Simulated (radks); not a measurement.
Results of a calculation; reference values are marked as such.
Q: Valence configurations of the lead ion Pb3+ (all share [Xe]). Code: a radial shooting solver on a logarithmic mesh with Libxc functionals. Model: Dirac Kohn-Sham, PBEsol, spin-unpolarised, spherical densities, point nucleus; open shells are shared between the two j in proportion to 2j + 1. Order these by energy: 4f13.5 5d10 6s1.5; 4f14 5d10 6s1; 4f14 5d9.5 6s1.5; 4f14 5d10 6s0.5 6p0.5; 4f14 5d9.5 6s1 6p0.5; 4f14 5d9 6s2; 4f14 5d8 6s1 6p2; 4f13 5d10 6s2; 4f13 5d10 6s1 6p1; 4f14 5d10 6p1.

A: From the lowest, in eV above it: 4f14 5d10 6s1 0.000; 4f14 5d10 6s0.5 6p0.5 5.670; 4f14 5d9.5 6s1.5 6.168; 4f14 5d10 6p1 11.381; 4f14 5d9.5 6s1 6p0.5 11.957; 4f14 5d9 6s2 12.754; 4f14 5d8 6s1 6p2 52.057; 4f13.5 5d10 6s1.5 63.860; 4f13 5d10 6s2 131.80; 4f13 5d10 6s1 6p1 143.83. NIST lists [Xe] 4f14 5d10 6s1 as the ground configuration; this level of theory agrees among the configurations tried. The energies are those of spherical spin-averaged densities, not of single terms.
